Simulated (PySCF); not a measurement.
C₂H₄F, SMILES C[CH]F, multiplicity 2. Coordinates come from a B3LYP-D3(BJ)/def2-TZVP optimisation. The isomer is the one that the SMILES or the coordinates give; other isomers of the formula were not compared.

Computed equilibrium geometry at B3LYP-D3(BJ)/def2-TZVP (PySCF confirms it by a frequency run) as a Z-matrix:
```
C
H 1 1.0906
H 1 1.0932 2 108.58
H 1 1.0999 2 107.94 3 -115.96
C 1 1.4749 2 109.82 4 -122.39
F 5 1.3536 1 115.59 2 -175.52
H 5 1.0830 6 112.51 1 151.25
```
Charge 0, spin multiplicity 2.
